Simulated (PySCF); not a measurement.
A GIAO shielding run with PySCF 2.14 (density fitting, non-relativistic, gas phase) on `InChI=1S/C6H10SSi2/c7-9-8-6-4-2-1-3-5-6/h1-5,7H,8-9H2`:

```
$ OMP_NUM_THREADS=1 python probes_run.py task.json out

{"job": {"kind": "nmr", "xc": "PBE0", "basis": "pcSseg-1"}, "charge": 0, "multiplicity": 1}
S      4.697049    -1.017923    -0.144697
Si     2.589305    -1.200422     0.296851
Si     1.386003     0.278624    -1.014796
C     -0.412044     0.298580    -0.442820
C     -0.930913    -0.682056     0.396715
C     -2.253299    -0.651410     0.802368
C     -3.085810     0.367328     0.371127
C     -2.588313     1.350652    -0.467874
C     -1.265407     1.311985    -0.867621
H      4.802588     0.276323     0.114723
H      2.394798    -2.621580     0.027909
H      2.495031    -1.016075     1.747679
H      1.420405    -0.067333    -2.444849
H      1.897308     1.659191    -0.925857
H     -0.288787    -1.482667     0.740867
H     -2.635091    -1.421798     1.456870
H     -4.117376     0.396597     0.690052
H     -3.232833     2.148436    -0.807869
H     -0.882419     2.082798    -1.521076
```

Hardware: 1 thread of an Arm Neoverse N1, shared host. The job also computes population analyses, field gradients, ring-centre shieldings.

(1) How large is the calculation?

(2) How long does it take, and how much memory does it need?

Results:

(1) 90 electrons, 224 basis functions and 1229 auxiliary functions.

(2) 81 s of wall time, with 13 SCF cycles and 5 response iterations; peak memory 1.1 GiB. Times on a shared host scatter by some tens of per cent.
